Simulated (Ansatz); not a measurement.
Computed with Ansatz on PBE0-D4/def2-TZVP structures; ΔE is electronic, products minus reactants. CCSD(T)/CBS is the MP2 limit (def2-TZVPP, def2-QZVPP) plus CCSD(T) − MP2 in def2-TZVPP, frozen cores. This one scheme is used for every species. DFT in def2-TZVPP. HSE06 is defined as in plane-wave codes. For Ge outer-core shells are correlated without core-valence functions, which leaves a few kJ/mol of doubt a bond. Scalar relativity is left out up to krypton. Each species was taken in one conformer, which may not be the lowest.

`C[O][GeH]([OH])[Cl]` + H₂ → `C[O][GeH2][Cl]` + H₂O  (hydrogenolysis of a Ge–O bond)

```json
{"level": "LDA (SPW92)", "ΔE (kJ/mol)": "32.7", "difference from CCSD(T)/CBS": "-0.1"}
{"level": "revPBE-D4", "ΔE (kJ/mol)": "36.9", "difference from CCSD(T)/CBS": "4.1"}
{"level": "BLYP-D4", "ΔE (kJ/mol)": "40.0", "difference from CCSD(T)/CBS": "7.2"}
{"level": "r2SCAN-D4", "ΔE (kJ/mol)": "40.5", "difference from CCSD(T)/CBS": "7.7"}
{"level": "B97M-V", "ΔE (kJ/mol)": "33.1", "difference from CCSD(T)/CBS": "0.3"}
{"level": "PBE0-D4", "ΔE (kJ/mol)": "29.6", "difference from CCSD(T)/CBS": "-3.2"}
{"level": "r2SCANh-D4", "ΔE (kJ/mol)": "38.3", "difference from CCSD(T)/CBS": "5.5"}
{"level": "r2SCAN0-D4", "ΔE (kJ/mol)": "35.3", "difference from CCSD(T)/CBS": "2.5"}
{"level": "HSE06-D4", "ΔE (kJ/mol)": "29.5", "difference from CCSD(T)/CBS": "-3.3"}
{"level": "BHLYP-D4", "ΔE (kJ/mol)": "33.3", "difference from CCSD(T)/CBS": "0.5"}
{"level": "ωB97X-V", "ΔE (kJ/mol)": "36.0", "difference from CCSD(T)/CBS": "3.2"}
{"level": "ωB97M-V", "ΔE (kJ/mol)": "35.1", "difference from CCSD(T)/CBS": "2.3"}
{"level": "B2PLYP", "ΔE (kJ/mol)": "35.1", "difference from CCSD(T)/CBS": "2.3"}
{"level": "PBE-QIDH", "ΔE (kJ/mol)": "32.4", "difference from CCSD(T)/CBS": "-0.4"}
{"level": "PBE", "ΔE (kJ/mol)": "29.5", "difference from CCSD(T)/CBS": "-3.3"}
{"level": "revPBE", "ΔE (kJ/mol)": "26.8", "difference from CCSD(T)/CBS": "-6.0"}
{"level": "BLYP", "ΔE (kJ/mol)": "31.2", "difference from CCSD(T)/CBS": "-1.6"}
{"level": "r2SCAN", "ΔE (kJ/mol)": "39.4", "difference from CCSD(T)/CBS": "6.6"}
{"level": "PBE0", "ΔE (kJ/mol)": "25.9", "difference from CCSD(T)/CBS": "-6.9"}
{"level": "r2SCANh", "ΔE (kJ/mol)": "37.1", "difference from CCSD(T)/CBS": "4.3"}
{"level": "r2SCAN0", "ΔE (kJ/mol)": "34.0", "difference from CCSD(T)/CBS": "1.2"}
{"level": "HSE06", "ΔE (kJ/mol)": "26.0", "difference from CCSD(T)/CBS": "-6.8"}
{"level": "BHLYP", "ΔE (kJ/mol)": "27.9", "difference from CCSD(T)/CBS": "-4.9"}
{"level": "CAM-B3LYP", "ΔE (kJ/mol)": "31.0", "difference from CCSD(T)/CBS": "-1.8"}
{"level": "LC-ωPBE", "ΔE (kJ/mol)": "28.3", "difference from CCSD(T)/CBS": "-4.5"}
{"level": "RPA@PBE/def2-TZVPP", "ΔE (kJ/mol)": "34.2", "difference from CCSD(T)/CBS": "1.4"}
{"level": "HF/def2-SVP", "ΔE (kJ/mol)": "21.8", "difference from CCSD(T)/CBS": "-11.0"}
{"level": "MP2/def2-SVP", "ΔE (kJ/mol)": "45.4", "difference from CCSD(T)/CBS": "12.6"}
{"level": "CCSD/def2-SVP", "ΔE (kJ/mol)": "34.4", "difference from CCSD(T)/CBS": "1.6"}
{"level": "HF/def2-TZVPP", "ΔE (kJ/mol)": "25.1", "difference from CCSD(T)/CBS": "-7.7"}
{"level": "MP2/def2-TZVPP", "ΔE (kJ/mol)": "41.7", "difference from CCSD(T)/CBS": "8.9"}
{"level": "SCS-MP2/def2-TZVPP", "ΔE (kJ/mol)": "39.2", "difference from CCSD(T)/CBS": "6.4"}
{"level": "CCSD/def2-TZVPP", "ΔE (kJ/mol)": "31.9", "difference from CCSD(T)/CBS": "-0.9"}
{"level": "CCSD(T)/def2-TZVPP", "ΔE (kJ/mol)": "36.0", "difference from CCSD(T)/CBS": "3.2"}
{"level": "HF/def2-QZVPP", "ΔE (kJ/mol)": "24.6", "difference from CCSD(T)/CBS": "-8.2"}
{"level": "MP2/def2-QZVPP", "ΔE (kJ/mol)": "39.6", "difference from CCSD(T)/CBS": "6.8"}
{"level": "SCS-MP2/def2-QZVPP", "ΔE (kJ/mol)": "37.2", "difference from CCSD(T)/CBS": "4.4"}
{"level": "HF/CBS(def2)", "ΔE (kJ/mol)": "24.5", "difference from CCSD(T)/CBS": "-8.3"}
{"level": "MP2/CBS(def2)", "ΔE (kJ/mol)": "38.4", "difference from CCSD(T)/CBS": "5.6"}
{"level": "CCSD/CBS(def2)", "ΔE (kJ/mol)": "28.6", "difference from CCSD(T)/CBS": "-4.2"}
{"level": "CCSD(T)/CBS", "ΔE (kJ/mol)": "32.8", "difference from CCSD(T)/CBS": "0"}
```

Largest T1 diagnostic among the species: 0.011.

From BLYP to BHLYP (50 % exact exchange), in def2-TZVPP and without D4, ΔE moves by −3.4 kJ/mol. In def2-TZVPP, CCSD(T) changes the Hartree–Fock value by +10.9 kJ/mol (the triples alone add +4.2 kJ/mol) and MP2 by +16.5 kJ/mol. The D4 term adds +6.8 kJ/mol with B3LYP and +3.7 kJ/mol with PBE0; it sums over pairs of atoms, weighted by their polarisabilities, and B3LYP, whose exchange is more repulsive, gets the larger term.

B3LYP here is the variant with VWN-RPA as its local correlation; programs differ in this.
